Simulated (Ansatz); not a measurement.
Reaction (ligand exchange at a B–C bond): `BC[SiH2]Cl` + `CBNC` → `BN(C)BC` + `C[SiH2]Cl`

Gas-phase electronic energies from Ansatz, PBE0-D4/def2-TZVP geometries. CCSD(T)/CBS adds triple-zeta CCSD(T) − MP2 to the extrapolated MP2 energy (def2 sets, frozen cores). Functionals use def2-TZVPP. Each species was taken in one conformer, which may not be the lowest.

```json
{"level": "PBE-D4", "ΔE (kcal/mol)": "-19.1"}
{"level": "B2PLYP", "ΔE (kcal/mol)": "-20.7"}
{"level": "SCS-MP2/def2-TZVPP", "ΔE (kcal/mol)": "-21.3"}
{"level": "MP2/CBS(def2)", "ΔE (kcal/mol)": "-21.4"}
```

(1) What does CCSD(T)/CBS give? (Best estimate.)

Largest T1 diagnostic among the species: 0.011.

Answers

(1) Ansatz gave: -20.9 kcal/mol. The listed levels differ from it by 1.8, 0.2, -0.4, -0.5 kcal/mol.
